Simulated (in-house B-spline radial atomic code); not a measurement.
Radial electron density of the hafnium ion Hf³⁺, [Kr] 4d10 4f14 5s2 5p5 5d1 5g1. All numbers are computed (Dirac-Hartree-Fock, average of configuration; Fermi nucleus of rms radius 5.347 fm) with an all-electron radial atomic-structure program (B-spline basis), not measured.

Columns: r (bohr), 4πr²n(r) (electrons per bohr), bar.

```
0.000574    2.852 #
0.000731    4.217 #
0.000931    6.194 ##
 0.00119     9.07 ###
 0.00151       13 ####
 0.00192    18.45 ######
 0.00245    25.89 #########
 0.00312    35.48 ############
 0.00397    47.31 ################
 0.00506    61.13 #####################
 0.00644    75.67 #########################
  0.0082    88.99 ##############################
  0.0104    98.24 #################################
  0.0133    101.3 ##################################
  0.0169    97.76 #################################
  0.0216    91.34 ###############################
  0.0275    90.06 ##############################
   0.035    100.2 ##################################
  0.0446    118.8 ########################################
  0.0568    130.6 ############################################
  0.0723    122.6 #########################################
  0.0921    104.5 ###################################
   0.117    102.6 ###################################
   0.149      117 #######################################
    0.19    111.4 ######################################
   0.242    77.36 ##########################
   0.308    58.78 ####################
   0.393    68.41 #######################
     0.5    66.99 #######################
   0.637    44.43 ###############
   0.812    24.51 ########
    1.03    15.38 #####
    1.32     9.44 ###
    1.68    4.429 #
    2.13    1.461 
    2.72   0.3393 
    3.46   0.1015 
    4.41   0.1233 
    5.62   0.1904 
    7.15    0.181 
    9.11  0.08805 
    11.6  0.01823 
    14.8 0.001236 
    18.8 2.229e-05 
      24 6.189e-08
```

On this grid the curve has 5 maxima, near 0.0133, 0.0568, 0.149, 0.393, 5.62 bohr.

The 5p3/2 radial function P(r) = rR(r), positive near the nucleus, with its small component Q(r) (sign convention: Q ≈ (P' + κP/r)/2c):

| r (bohr) | P | Q |
| --- | --- | --- |
| 0.00119 | 0.001266 | -0.0001698 |
| 0.00192 | 0.003104 | -0.000417 |
| 0.00312 | 0.007581 | -0.001021 |
| 0.00506 | 0.01795 | -0.002429 |
| 0.0082 | 0.04056 | -0.005541 |
| 0.0133 | 0.08516 | -0.01185 |
| 0.0216 | 0.1575 | -0.02278 |
| 0.035 | 0.2298 | -0.03653 |
| 0.0568 | 0.1971 | -0.0426 |
| 0.0921 | -0.06484 | -0.02376 |
| 0.149 | -0.3375 | 0.01346 |
| 0.242 | -0.006739 | 0.02084 |
| 0.393 | 0.5132 | -0.0084 |
| 0.637 | -0.09554 | -0.0117 |
| 1.03 | -0.9609 | 0.004077 |
| 1.68 | -0.7312 | 0.006029 |
| 2.72 | -0.1636 | 0.001442 |
| 4.41 | -0.007107 | 6.295e-05 |
